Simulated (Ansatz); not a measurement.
Geometry optimisation, RKS PBE0-D4/def2-SVP (Ansatz 0.2.0).

Input file:

```yaml
crystal:
  periodic: [false, false, false]
  atoms:
    - { symbol: C, position_ang: [0.3164, 0.8884, -1.6388] }
    - { symbol: C, position_ang: [0.1298, 0.3739, -0.5909] }
    - { symbol: Al, position_ang: [-0.1161, -0.5184, 1.1033] }
    - { symbol: Cl, position_ang: [-1.1688, -2.3874, 1.2332] }
    - { symbol: H, position_ang: [0.3879, 1.4148, -2.5995] }
    - { symbol: H, position_ang: [0.4929, 0.1646, 2.4466] }
basis:
  gaussian: { orbitals: def2-SVP }
hamiltonian:
  xc: pbe0
  dispersion: d4
relax:
  f_tol: 0.02
  max_steps: 40
scf:
  lower_state_search: "off"
```

Launched with:

```bash
$ ansatz run input.yaml --threads 1 --pin off --max-ram 2048MiB --backend cpu --events-out ev --progress --plain --runs-dir out
```

Q: Where does it end, and by what steps?

A: The forces met the threshold. After 4 steps the energy has fallen by 0.164 eV; Cl4 moved furthest, 0.09 Å.

| step | energy less start (eV) | largest force component (eV/Å) | accepted |
| --- | --- | --- | --- |
| 0 | 0.0000 | 4.643 | yes |
| 1 | -0.1541 | 0.257 | yes |
| 2 | -0.1591 | 0.204 | yes |
| 3 | -0.1615 | 0.127 | yes |
| 4 | -0.1636 | 0.007 | yes |

```xyz
6
Properties=species:S:1:pos:R:3
C 0.273 0.898 -1.649
C 0.121 0.345 -0.571
Al -0.094 -0.490 1.122
Cl -1.131 -2.315 1.195
H 0.404 1.383 -2.601
H 0.469 0.115 2.459
```

Run time: 40 s on 1 thread of Intel(R) Xeon(R) Processor @ 2.50GHz (Skylake/Cascade Lake), on a shared host, peak memory 0.14 GiB.
